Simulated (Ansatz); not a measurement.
Frontier orbitals of CH$_{3}$BClFO, SMILES `OC(F)BCl`.

```csv
atom,x (Å),y (Å),z (Å)
O1,-0.6195,1.1840,0.5573
C2,-0.4500,0.0204,-0.1592
F3,-0.6682,0.2494,-1.5216
B4,1.0698,-0.4166,-0.0004
Cl5,1.4571,-1.9603,0.6840
H6,-1.5580,1.3676,0.6652
H7,-1.1807,-0.7468,0.1242
H8,1.9496,0.3022,-0.3494
```

Charge 0, multiplicity 1. All single points use the PBE0-D4/def2-TZVP geometry. It is one conformer, not always the lowest. Basis def2-TZVPP, the Gaussian-basis code of Ansatz.

```tsv
functional	HOMO (eV)	LUMO (eV)
B3LYP	-8.43	-2.07
```

(1) Give HOMO and LUMO (eV) with LDA (SPW92), PBE, revPBE, BLYP, r2SCAN, B97M-V, PBE0, r2SCANh, r2SCAN0, HSE06 (plane-wave form), BHLYP, CAM-B3LYP, LC-ωPBE, ωB97X-V, ωB97M-V, HF. (Estimate.)

Answers

(1) The calculation gave: 
| functional | HOMO | LUMO |
| --- | --- | --- |
| LDA (SPW92) | -7.24 | -3.16 |
| PBE | -7.13 | -2.86 |
| revPBE | -7.08 | -2.73 |
| BLYP | -7.07 | -2.69 |
| r2SCAN | -7.46 | -2.54 |
| B97M-V | -7.58 | -2.54 |
| PBE0 | -8.63 | -1.86 |
| r2SCANh | -8.02 | -2.19 |
| r2SCAN0 | -8.84 | -1.66 |
| HSE06 (plane-wave form) | -8.23 | -2.25 |
| BHLYP | -10.05 | -0.75 |
| CAM-B3LYP | -10.10 | -0.71 |
| LC-ωPBE | -11.43 | 0.52 |
| ωB97X-V | -11.09 | 0.43 |
| ωB97M-V | -10.94 | 0.22 |
| HF | -12.15 | 1.93 |

B3LYP here is the variant with VWN-RPA as its local correlation; programs differ in this. LC-ωPBE has ω = 0.4 bohr⁻¹. Positive LUMOs are unbound and depend on the basis.
